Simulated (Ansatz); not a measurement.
[RuNF4]- (RuNF₄⁻). Charge -1, multiplicity 3. Geometry r2SCAN-D4/def2-SVPD; atoms count from 1.

```xyz
6

Ru    0.0048    0.0309    0.0177
N    -0.2165   -1.4019   -0.8068
F    -1.2904    1.2360   -0.6498
F     1.2666    0.7790   -1.2310
F     1.4413   -0.2580    1.2129
F    -1.2058   -0.3861    1.4570
```

In the def2 sets Ru takes a core potential; there is no spin–orbit coupling. At PBE0-D4/def2-TZVPD a singlet of charge -1 lies 1.21 eV below the triplet, each at its own geometry.

(1) Estimate the Mulliken populations from the PBE0/def2-TZVPD orbitals of Ansatz.

(2) Where does the spin sit?

(3) And the Mayer bond orders between bonded heavy atoms (over 0.3)?

Results:

(1) 
```
atom  charge (e)  spin (α − β)  d electrons
 Ru1        1.84          1.30         5.67
  N2       -0.29          0.53            –
  F3       -0.65          0.03            –
  F4       -0.63          0.05            –
  F5       -0.65          0.03            –
  F6       -0.63          0.05            –
```
Mulliken values and Mayer orders depend strongly on the basis. With diffuse functions, as here, like atoms can get unlike values, and bond orders can come out too low or too high.

(2) Summed by element: Ru 1.30, N 0.53, F 0.17, of 2 unpaired in all. Largest on single atoms: Ru1 1.30, N2 0.53, F4 0.05.

(3) Ru1–N2 2.21 (1.67 Å); Ru1–F3 0.46 (1.89 Å); Ru1–F4 0.55 (1.93 Å); Ru1–F5 0.46 (1.89 Å); Ru1–F6 0.55 (1.93 Å).
